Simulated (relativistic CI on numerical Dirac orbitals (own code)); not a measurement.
# Sensitivity of the levels of V²²⁺ to α and to the nuclear radius

Method of calculation: Dirac equation for one electron (own radial code, finite nucleus).

Configurations in the expansion: 1s, 2s, 2p. Levels of other configurations are missing.

With x = (α/α₀)² − 1 an excitation energy changes as ω = ω₀ + qx; K = 2q/ω₀ is the relative enhancement. Terms are leading LS components, so labels can repeat. The field-shift factor is F = δν/δ⟨r²⟩ for the transition from the lowest level.

Lowest level 1s 2S_1/2.

| Level | ω₀ (cm⁻¹) | q (cm⁻¹) | F (GHz/fm²) |
| --- | --- | --- | --- |
| 2p 2P°_1/2 | 43822579 | 289000 | -509 |
| 2s 2S_1/2 | 43822608 | 289000 | -442 |
| 2p 2P°_3/2 | 43926617 | 394900 | -509 |

Task: Which transition from the lowest level has the largest |K|?

Result: 2p 2P°_3/2 at 43926617 cm⁻¹, K = 0.018.
